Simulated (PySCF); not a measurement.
C2H3F3O2Si.
Z-matrix (Å and degrees, PBE0-D3(BJ)/def2-SVP geometry), rows numbered from 1:
```
O 
C   1  1.2068
Si  2  1.9436  1  117.49
O   3  1.6542  2  100.55  1    -0.95
C   2  1.5371  1  119.55  3  -179.85
F   5  1.3350  2  108.89  1  -125.22
F   5  1.3341  2  108.82  1   117.26
F   5  1.3182  2  112.77  1    -3.96
H   3  1.4877  2  109.67  1  -120.26
H   3  1.4878  2  109.57  1   118.40
H   4  0.9696  3  110.80  2     0.94
```

The closed-shell ground state was solved at several levels (PySCF, density fitting, gas phase, non-relativistic).

```json
{"level": "mPW1PW91/pcSseg-2", "basis functions": "337", "total energy (Eh)": "-817.6353", "HOMO (eV)": "-8.31", "LUMO (eV)": "-2.56", "gap (eV)": "5.75", "dipole (D)": "1.03"}
{"level": "PBE0/pcSseg-1", "basis functions": "158", "total energy (Eh)": "-816.8089", "HOMO (eV)": "-8.27", "LUMO (eV)": "-2.47", "gap (eV)": "5.80", "dipole (D)": "0.90"}
```

What might PBE0/def2-SVPD (203 basis functions) give for the same quantities?

Total energy -816.4076 Eh, HOMO -8.34 eV, LUMO -2.63 eV, gap 5.71 eV, dipole 1.08 D.

Over all these levels, which gives the widest orbital gap and which the narrowest?

PBE0/pcSseg-1 has the widest, 5.80 eV, and PBE0/def2-SVPD the narrowest, 5.71 eV. The two share the functional. From the narrowest to the widest the HOMO moves by +0.07 eV and the LUMO by +0.16 eV.

How far do the dipole and the HOMO energy spread over the levels?

The dipole runs from 0.90 to 1.08 D (mean 1.00 D) and the HOMO from -8.34 to -8.27 eV.

One conformer stands for the species.
